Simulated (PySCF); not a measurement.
Cr (chromium, neutral) across methods

[Ar] 3d4 4s1 5s1, high-spin 7D determinant (an excited configuration). All numbers are calculated (PySCF 2.14, the spin-free X2C one-electron Hamiltonian (Gaussian nucleus), in aug-cc-pVTZ-DK (8s7p5d3f2g, 93 functions)).

```tsv
method	E (hartree)	mean ε 3d α (eV)	mean ε 4s α (eV)	mean ε 5s α (eV)	Σ⟨r²⟩ (bohr²)	⟨S²⟩
r2SCAN	-1050.530	-11.982	-8.846	-1.553	107.9	12.000
TPSS	-1050.585	-11.532	-8.512	-1.568	108.0	12.000
LDA	-1048.232	-11.603	-8.802	-1.598	103.9	12.000
PBE0	-1050.357	-13.634	-9.283	-1.854	108.1	12.000
UHF	-1049.49083	-19.584	-11.048	-2.322	112.7	12.001
PBE	-1050.329	-11.482	-8.578	-1.610	106.4	12.000
```

(1) Estimate the same row for BP86.

The outer electron is Rydberg-like, and this basis confines it to a smaller radius and binds it less than a complete one would.

## Answers

(1) E (hartree) = -1050.710; mean ε 3d α (eV) = -11.566; mean ε 4s α (eV) = -8.746; mean ε 5s α (eV) = -1.657; Σ⟨r²⟩ (bohr²) = 105.3; ⟨S²⟩ = 12.000.
